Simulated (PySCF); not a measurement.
C6H13GaO3.
Structure used (PBE0-D3(BJ)/def2-SVP), in Å, numbered top down from 1:
```xyz
23
C6H13GaO3 angstrom
C      2.767    1.138    0.018
O      1.417    0.702    0.050
C      0.907    0.288   -1.103
O      1.517    0.199   -2.134
C     -0.560   -0.103   -0.989
C     -0.746   -1.604   -1.165
C     -0.478   -2.106    0.252
C     -1.097   -1.017    1.120
O     -1.102    0.160    0.296
Ga    -1.483    2.108    1.052
H      3.008    1.457    1.038
H      3.431    0.322   -0.301
H      2.881    1.978   -0.682
H     -1.112    0.497   -1.727
H     -1.783   -1.811   -1.470
H     -0.068   -2.014   -1.925
H     -0.914   -3.095    0.451
H      0.605   -2.175    0.434
H     -2.141   -1.233    1.396
H     -0.523   -0.802    2.033
H     -3.044    1.947    1.250
H     -0.958    2.877   -0.227
H     -0.568    2.048    2.340
```

Level of theory: PBE0-D3(BJ)/def2-SVP geometry optimisation, gas phase (PySCF).

Which atoms are bound to Ga10, and at what distances?

4 atoms: H23 1.581 Å, H22 1.582 Å, H21 1.582 Å, O9 2.124 Å. The nearest atom not counted as bound is C5, at 3.15 Å (others tie with it).

List the angles at Ga10.

```
       angle  degrees  distance of the outer atoms (Å)
H22–Ga10–H23    119.0                             2.73
H21–Ga10–H22    118.6                             2.72
H21–Ga10–H23    117.7                             2.71
 O9–Ga10–H23     98.7                             2.83
 O9–Ga10–H21     97.4                             2.81
 O9–Ga10–H22     95.7                             2.77
```

Describe the arrangement about Ga10 in numbers.

Angles from 95.7° to 119.0°; τ4 = (360° − α − β)/141° = 0.87 with α and β the two widest (0 for a square, 1 for a tetrahedron).

What are the other bond lengths?

C1–O2 1.420 Å; O2–C3 1.326 Å; C3=O4 1.202 Å; C3–C5 1.522 Å; C5–C6 1.523 Å; C6–C7 1.527 Å; C7–C8 1.523 Å; C8–O9 1.437 Å; C5–O9 1.419 Å. (A selection.)

Give some angles away from the centre.

C1–O2–C3 116.2°, O2–C3–O4 125.0°, O2–C3–C5 112.7°, O4–C3–C5 122.3°, C3–C5–C6 111.2°, C3–C5–O9 112.9°, C6–C5–O9 103.9°, C5–C6–C7 101.3°, C6–C7–C8 102.8°, C7–C8–O9 105.1°.

What are the rotational constants (commonest isotopes, rigid rotor)?

A = 1170, B = 723.8, C = 541.4 MHz: an asymmetric top.

Point group: C1 (no symmetry element, even within 0.4 Å). Charge 0, singlet. No PBE0-D3(BJ)/def2-SVP frequencies stand behind this structure, so it isn't proved a minimum.

One conformer stands for the species.
